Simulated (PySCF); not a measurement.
## Calculated NMR data

Theory: NMR shieldings at PBE0/pcSseg-1/GIAO, structure optimised with GFN2-xTB, in PySCF 2.14 (non-relativistic Hamiltonian, fast rotation and ring inversion assumed for equivalent nuclei, in vacuum, single conformer).

Scale: TMS for 1H (σref 31.72), 13C (σref 186.93) (reference shieldings calculated alike). Splittings of carbon signals by F and P are missing where no couplings were computed. Where no couplings were computed, multiplicities follow the n + 1 count of equivalent neighbours, and m marks all less simple cases (inequivalent or close neighbours, rings, F or P nearby). Shifts are as computed. Against solution values, carbons near 30 ppm lie about +3 ppm off and those near 130 ppm about +5 ppm; carbons on Cl a further +6 ppm. Of 1211 compounds with measured shifts, 218 miss one by over three times the rms of a fit or turn the order of signals round; such compounds aren't used in these exercises. Carbons bonded to Cl come out too deshielded.

**1.** `FC12CCC(CC1)CC2`, C8H13F. 1H NMR (600 MHz, computed): δ 1.80 (m, 6H), 1.74 (m, 6H), 1.34 (m, 1H). 13C{1H} NMR (computed): δ 94.3, 34.4, 30.1, 27.4.

**2.** `InChI=1S/C5H4F2O2/c6-5(7)9-4-1-2-8-3-4/h1-3,5H`. 1H NMR (600 MHz, computed): δ 7.60 (m, 1H), 7.42 (m, 1H), 6.75 (m, 1H), 6.53 (m, 1H). 13C{1H} NMR (computed): δ 151.2, 146.3, 133.7, 123.7, 107.8.

**3.** `InChI=1S/C6H6Cl2/c7-5-2-3-1-4(3)6(5)8/h2-4,6H,1H2/t3-,4-,6+/m0/s1`. 1H NMR (600 MHz, computed): δ 6.29 (d, 1H), 4.48 (m, 1H), 2.07 (m, 1H), 1.98 (m, 1H), 1.08 (m, 1H), 0.04 (m, 1H). 13C{1H} NMR (computed): δ 145.6 (C), 143.8 (CH), 73.2 (CH), 28.3 (CH), 25.9 (CH), 25.4 (CH2).
